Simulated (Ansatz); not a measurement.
# Ansatz input wanted

CH4ClGe has 7 atoms, charge 0, and is taken as a doublet. SMILES: `[CH3][GeH][Cl]`. The shape was relaxed beforehand at r2SCAN/def2-SVP.

```xyz
7

C    -0.7302    0.4336   -0.2643
Ge    0.7067   -0.8964   -0.1880
Cl    1.0188   -1.3631    1.9234
H    -0.4233    1.3140    0.3226
H    -1.6557    0.0222    0.1618
H    -0.9098    0.7345   -1.3072
H     2.0547   -0.3129   -0.6940
```

Settings wanted:

```yaml
basis_set: def2-TZVP
integral_approximation: automatic
task: energy
method: HF
reference: UHF
relativity: none
accuracy: medium
start_density: atoms
```

Task: Give an Ansatz 0.2.0 job that does this.

Result: One that was run (others would do as well):

input.yaml:
```yaml
basis:
  gaussian:
    orbitals: def2-TZVP
crystal:
  periodic: [false, false, false]
  atoms:
    - {symbol: C, position_ang: [-0.730155, 0.433577, -0.264279]}
    - {symbol: Ge, position_ang: [0.706688, -0.896356, -0.187981]}
    - {symbol: Cl, position_ang: [1.018800, -1.363137, 1.923359]}
    - {symbol: H, position_ang: [-0.423326, 1.314008, 0.322627]}
    - {symbol: H, position_ang: [-1.655708, 0.022240, 0.161815]}
    - {symbol: H, position_ang: [-0.909821, 0.734519, -1.307233]}
    - {symbol: H, position_ang: [2.054722, -0.312851, -0.694007]}
magnetization:
  spin_polarized: true
  initial_magnetization: 1
hamiltonian:
  xc: hf
```

```bash
$ ansatz run input.yaml --threads 1 --pin off --max-ram 3480MiB --events-out events.jsonl --progress --plain --runs-dir runs
```

Calculated total energy: -2575.11276 Eh.
